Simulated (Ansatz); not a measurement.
Gas-phase electronic energies from Ansatz, PBE0-D4/def2-TZVP geometries. CBS: MP2 limit from def2 TZ/QZ plus the TZ coupled-cluster correction, frozen cores. This one scheme is used for every species. Functionals use def2-TZVPP. B3LYP here is the variant with VWN-RPA as its local correlation; programs differ in this. HSE06 is defined as in plane-wave codes.

`N#C[Si](Cl)(Cl)C#N` + HCl → `N#C[Si](Cl)(Cl)Cl` + `C#N`  (ligand exchange at the Si–C bond)

```tsv
level	ΔE (kcal/mol)	difference from CCSD(T)/CBS
r2SCAN-D4	-17.8	-0.4
B97M-V	-17.4	0.0
CAM-B3LYP-D4	-17.3	0.1
B3LYP	-16.8	0.6
r2SCAN0	-18.3	-0.9
HSE06	-17.6	-0.2
BHLYP	-17.6	-0.2
CAM-B3LYP	-17.2	0.2
CCSD(T)/def2-SVP	-15.8	1.6
MP2/def2-QZVPP	-17.5	-0.1
CCSD(T)/CBS	-17.4	0
```

Largest T1 diagnostic among the species: 0.014.

In def2-TZVPP, CCSD(T) changes the Hartree–Fock value by +1.9 kcal/mol (the triples alone add +0.2 kcal/mol) and MP2 by +1.2 kcal/mol. At CCSD(T), def2-SVP lies +1.6 kcal/mol from the extrapolated value and def2-TZVPP +1.3 kcal/mol. From BLYP to BHLYP (50 % exact exchange), in def2-TZVPP and without D4, ΔE moves by −1.5 kcal/mol.
